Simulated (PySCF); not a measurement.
PySCF 2.14 output of an unrestricted BLYP calculation on a single atom or ion in aug-cc-pVDZ-DK, with the spin-free X2C one-electron Hamiltonian (Gaussian nucleus):

```
SCF conv_tol = 1e-09
number electrons alpha = 9  beta = 7
    A. D. Becke.,  Phys. Rev. A 38, 3098 (1988)
    C. Lee, W. Yang, and R. G. Parr.,  Phys. Rev. B 37, 785 (1988)
    B. Miehlich, A. Savin, H. Stoll, and H. Preuss.,  Chem. Phys. Lett. 157, 200 (1989)
cycle= 1 E= -398.832090854853  delta_E= -0.0083  |g|= 0.0313  |ddm|= 0.457
cycle= 2 E= -398.832333081877  delta_E= -0.000242  |g|= 0.0283  |ddm|= 0.245
cycle= 3 E= -398.832938727461  delta_E= -0.000606  |g|= 0.000806  |ddm|= 0.106
cycle= 4 E= -398.832939353887  delta_E= -6.26e-07  |g|= 0.000189  |ddm|= 0.00463
cycle= 5 E= -398.832939389988  delta_E= -3.61e-08  |g|= 1.37e-06  |ddm|= 0.00119
cycle= 6 E= -398.832939389989  delta_E= -1.76e-12  |g|= 4.14e-08  |ddm|= 5.29e-06
converged SCF energy = -398.832939389989  <S^2> = 2.0055033  2S+1 = 3.0036666
```

The run itself started from symmetry-adapted Hartree-Fock orbitals and held the occupation by maximum overlap, on a logarithmic radial grid, so the iterations belong to that start.

Task: Which element, charge and spin multiplicity is this?

Result: S (sulfur, neutral), multiplicity 3; the state was [Ne] 3s1 3p5, high-spin 3P determinant (an excited configuration).
